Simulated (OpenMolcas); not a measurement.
**Ru4+ in a ligand field**

Ru4+ with 4 ligands (chloride) in tetrahedral coordination (Td) at 2.25 Å. Ligand basis ANO-RCC-VDZP.

| Quantity | Value |
| --- | --- |
| Program | OpenMolcas 26.06 |
| Method | SS-CASPT2, IPEA 0.25 Eh, imaginary shift 0.1 Eh (closed shells correlated: 4s 4p and the ligand valence shells) |
| Basis | ANO-RCC-VTZP [7s6p4d2f1g] |
| Scalar Hamiltonian | DKH2, point nucleus |
| Active space | 4 electrons in 5 orbitals (4d) |
| State averaging | 2S+1 = 5 even, 5 roots; 2S+1 = 3 even, 45 roots; 2S+1 = 1 even, 50 roots |
| Spin-orbit coupling | RASSI with atomic mean-field integrals over the reference wave functions |

The lowest spin-free states (labels of Td), above the lowest:

| State | Degeneracy | E (cm-1) |
| --- | --- | --- |
| 1A1 | 1 | 0 |
| 2S+1 = 3 | 3 | 4970 |
| 2S+1 = 3 | 3 | 6620 |
| 2S+1 = 1 | 3 | 7580 |
| 5T2 | 3 | 7640 |
| 2S+1 = 1 | 3 | 10570 |
| 3E | 2 | 12980 |
| 2S+1 = 3 | 3 | 14150 |
| 2S+1 = 3 | 3 | 14150 |
| 2S+1 = 1 | 3 | 15490 |
| 2S+1 = 3 | 3 | 16130 |
| 2S+1 = 1 | 1 | 16260 |
| 1E | 2 | 16480 |
| 2S+1 = 3 | 3 | 17180 |
| 2S+1 = 1 | 1 | 18600 |
| 2S+1 = 1 | 3 | 19470 |
| 2S+1 = 3 | 1 | 19820 |
| 2S+1 = 1 | 3 | 20340 |
| 1E | 2 | 22910 |
| 5E | 2 | 24630 |

The lowest levels with spin-orbit coupling:

| E (cm-1) | Degeneracy | 2S+1 |
| --- | --- | --- |
| 0 | 1 | 1 (86 %) |
| 4930 | 3 | 3 (87 %) |
| 5010 | 1 | 3 (70 %) |
| 5490 | 3 | 3 (89 %) |
| 5580 | 2 | 3 |
| 6750 | 1 | 3 |
| 6820 | 3 | 3 |
| 6830 | 3 | 3 (70 %) |
| 7100 | 2 | 3 (76 %) |
| 8170 | 3 | 1 (67 %) |
| 8340 | 3 | 5 (90 %) |
| 8430 | 3 | 5 (83 %) |
| 8590 | 1 | 5 (82 %) |
| 8850 | 3 | 5 (89 %) |
| 8960 | 3 | 5 (62 %) |
| 8970 | 2 | 5 (72 %) |
| 11030 | 3 | 1 |
| 13720 | 3 | 3 |
| 13790 | 3 | 3 |
| 14470 | 2 | 3 |

Electric-dipole absorption from the lowest level at this geometry, strongest bands:

| E (cm-1) | λ (nm) | f |
| --- | --- | --- |
| 5490 | 1820 | 1.58e-04 |
| 8850 | 1130 | 3.09e-05 |
| 11030 | 907 | 2.03e-02 |
| 13790 | 725 | 8.60e-05 |
| 14570 | 686 | 2.01e-04 |
| 15050 | 665 | 1.10e-04 |
| 15960 | 627 | 5.59e-03 |
| 17020 | 588 | 6.84e-05 |
| 21000 | 476 | 5.71e-03 |
| 26560 | 377 | 4.70e-05 |
| 26960 | 371 | 5.85e-05 |
| 27320 | 366 | 7.03e-04 |
| 27920 | 358 | 1.22e-04 |
| 28790 | 347 | 7.31e-05 |
| 29250 | 342 | 4.07e-03 |
| 31210 | 320 | 3.30e-05 |

Powder χT (cm3 K/mol): 0 at 2 K, 0.00213 at 10 K, 0.0106 at 50 K, 0.0213 at 100 K, 0.0425 at 200 K, 0.0638 at 300 K. The effective moment at 300 K is 2.828 √(χT) = 0.71 μB.

Roots that are degenerate in the reference are averaged as groups; the widest CASPT2 spread within a group is 770 cm-1 (the 3-fold group of multiplicity 3 near 4970 cm-1 above the lowest state of its run). Shifts and gaps below about the spread of the groups concerned are not significant. Over all roots computed the reference weight is 0.60 to 0.67; the roots of lowest weight are the least certain, and an intruder state may touch them. The least metal-like active orbital is 66 % on the metal (Löwdin) and no ligand orbital is active, so the numbers are rough, and ground spin, moment and any spin crossover can be artefacts of this space; highly charged d ions in such sites are as a rule low spin. Ligand-to-metal charge-transfer states are missing. With no ligand orbital active B as a rule stays too high, so bands that hang on it stand too high and its fall with covalency is understated. With one d shell and no ligand orbital active, 10Dq can be off by a tenth or more. No measured value stands beside these numbers; the geometry was imposed, not optimised, and the real ion may take another.

The CASPT2 steps took 14 min on 1 thread of Arm Neoverse V1 (shared host); the integral step is not counted.

A state without a sure symmetry label is named by its multiplicity alone.
